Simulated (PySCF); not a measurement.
but-1-en-3-yne (C4H4), SMILES C#CC=C. Atoms are numbered in the order given.

```xyz
8

C      0.1746    -1.9279     0.0000
C     -0.1153    -0.7359     0.0000
C     -0.4906     0.6372     0.0000
C      0.3755     1.6773     0.0000
H      0.4399    -2.9757     0.0000
H     -1.5774     0.8410     0.0000
H      1.4646     1.5171     0.0000
H      0.0076     2.7142     0.0000
```
Charge 0, spin multiplicity 1.

Geometry: PBE-D3(BJ)/def2-SVP.

Two levels are set side by side: PBE/pcSseg-1 (PySCF) and PBE0/pcSseg-1 (PySCF). GIAO shifts against TMS (¹H), TMS (¹³C) at the same level; non-relativistic, no solvent, atoms listed together averaged. Differences are taken from unrounded values.

```
quantity             PBE0
------------------  -----
δ(¹³C) of C1 (ppm)   94.1
δ(¹³C) of C2 (ppm)   87.2
δ(¹³C) of C3 (ppm)  129.5
δ(¹³C) of C4 (ppm)  144.0
δ(¹H) of H5 (ppm)    3.81
δ(¹H) of H6 (ppm)    6.43
```

### Question
What does PBE give, and how far is it from PBE0? (The exact figures need the calculation; the answer reports its results.)

### Answer

| quantity | PBE | PBE minus PBE0 |
|---|---|---|
| δ(¹³C) of C1 (ppm) | 91.8 | -2.3 |
| δ(¹³C) of C2 (ppm) | 89.7 | 2.5 |
| δ(¹³C) of C3 (ppm) | 127.4 | -2.1 |
| δ(¹³C) of C4 (ppm) | 141.1 | -2.9 |
| δ(¹H) of H5 (ppm) | 3.70 | -0.11 |
| δ(¹H) of H6 (ppm) | 6.43 | 0.00 |

Rough cost on one machine, each run with all the roots and properties that it gave: PBE0 against PBE within a factor of 2.
